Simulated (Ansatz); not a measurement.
Ansatz results at the PBE0-D4/def2-TZVP geometry: size of the dipole moment (B3LYP/def2-TZVPP) 2.09 D; size of the dipole moment (PBE/def2-TZVPP) 2.05 D; LUMO energy (PBE0/def2-TZVPP) -2.32 eV.

Task: Which molecule gave them?
A. `[AlH2][NH][AlH2]`
B. `OC1=N[SiH]1O`
C. `C[C](=S)[GeH3]`
D. `N/C=C/CBr`

Result: C. The others give `OC1=N[SiH]1O`: 1.07, 1.12, -0.11; `[AlH2][NH][AlH2]`: 0.95, 0.97, -1.09; `N/C=C/CBr`: 3.70, 3.83, -0.29.

B3LYP here is the variant with VWN-RPA as its local correlation; programs differ in this.
